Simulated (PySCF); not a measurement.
Input for PySCF: R-MP2/6-31G* on H2Se (SMILES [SeH2]) with ghost functions, monomers drawn apart or pushed together.

```python
from pyscf import gto, scf, dft, mp
from pyscf.data.elements import chemcore

mol = gto.M(
    atom='''
    Se   -0.01136128   -0.12945223    3.27231697
    H     0.07370459   -0.30767060    4.72996695
    H     0.97719889   -1.19357499    3.04786318
    ghost-C    0.48274902   -0.45229679    0.01903386
    ghost-C   -0.47432861    0.71276605   -0.21509421
    ghost-H    1.34259112   -0.14377591    0.61751932
    ghost-H    0.86499419   -0.84923239   -0.92346482
    ghost-H   -0.01280644   -1.27240232    0.54300507
    ghost-H   -0.85535501    1.10884613    0.72792244
    ghost-H   -1.33329469    0.40541294   -0.81471308
    ghost-H    0.02019025    1.53199646   -0.74057904
    ''',
    basis='6-31g*',
    cart=True,
    charge=0, spin=0, verbose=3, max_memory=1800)
mf = scf.RHF(mol)
mf.conv_tol = 1e-8
mf.max_cycle = 100
mf.kernel()
if not mf.converged:
    mf = mf.newton().run(mf.mo_coeff, mf.mo_occ)
pt = mp.MP2(mf, frozen=chemcore(mol)).run()
```

It printed:

```
converged SCF energy = -2400.69378151544
E(RMP2) = -2400.96074325282  E_corr = -0.266961737381733
E(SCS-RMP2) = -2400.94378766796  E_corr = -0.250006152529626
```

The calculation finished and met its thresholds.

Cost: very roughly 1.1 core-seconds.
